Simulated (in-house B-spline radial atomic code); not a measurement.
Radial electron density of Os3+, [Xe] 4f14 5d5. Computed with a radial B-spline atomic code at the basis-set limit: scalar-relativistic (X2C) PBE, spin-polarised, spherical fractional occupations, Fermi nucleus of rms radius 5.4126 fm.

One-electron X2C: radii and densities carry no picture-change correction, so inner-shell <1/r> comes out high (for 1s by about 2 % at Z = 33, 5 % at 54, 10 % at 75, 30 % at 118) and <r> low.

Columns: r (bohr), 4πr²n(r) (electrons per bohr), bar.

```
0.000325      3.1 #
0.000402    4.168 #
0.000497    5.579 ##
0.000615    7.448 ##
 0.00076    9.882 ###
0.000939    13.04 ####
 0.00116    17.11 #####
 0.00144    22.42 #######
 0.00177    28.75 #########
 0.00219    36.75 ###########
 0.00271    46.33 ##############
 0.00335    57.33 ##################
 0.00414    69.41 ######################
 0.00512    81.88 ##########################
 0.00633    93.48 #############################
 0.00783    102.6 ################################
 0.00968    107.7 ##################################
   0.012    107.4 ##################################
  0.0148    102.5 ################################
  0.0183    95.55 ##############################
  0.0226     91.8 #############################
  0.0279     96.5 ##############################
  0.0345    111.3 ###################################
  0.0427    130.3 #########################################
  0.0528    140.8 ############################################
  0.0653      134 ##########################################
  0.0807    116.4 ####################################
  0.0997    108.1 ##################################
   0.123    118.8 #####################################
   0.152    129.6 ########################################
   0.188    113.9 ####################################
   0.233       81 #########################
   0.288    67.95 #####################
   0.356       78 ########################
    0.44    78.83 #########################
   0.544    57.97 ##################
   0.672    34.73 ###########
   0.831    22.61 #######
    1.03    17.25 #####
    1.27    12.24 ####
    1.57    7.049 ##
    1.94    3.302 #
     2.4    1.245 
    2.97   0.3591 
    3.67  0.07255 
    4.53 0.008819 
    5.61 0.0005224
```

On this grid the curve has 4 maxima, near 0.00968, 0.0528, 0.152, 0.44 bohr.

The 5p down radial function P(r) = rR(r), positive near the nucleus:

```csv
r (bohr),P
0.000615,0.00139
0.000939,0.002561
0.00144,0.004834
0.00219,0.009137
0.00335,0.01753
0.00512,0.03344
0.00783,0.06253
0.012,0.1121
0.0183,0.184
0.0279,0.2603
0.0427,0.2743
0.0653,0.1132
0.0997,-0.2256
0.152,-0.3827
0.233,0.08364
0.356,0.5805
0.544,0.01293
0.831,-0.9472
1.27,-0.9608
1.94,-0.3771
2.97,-0.05507
4.53,-0.002103
```
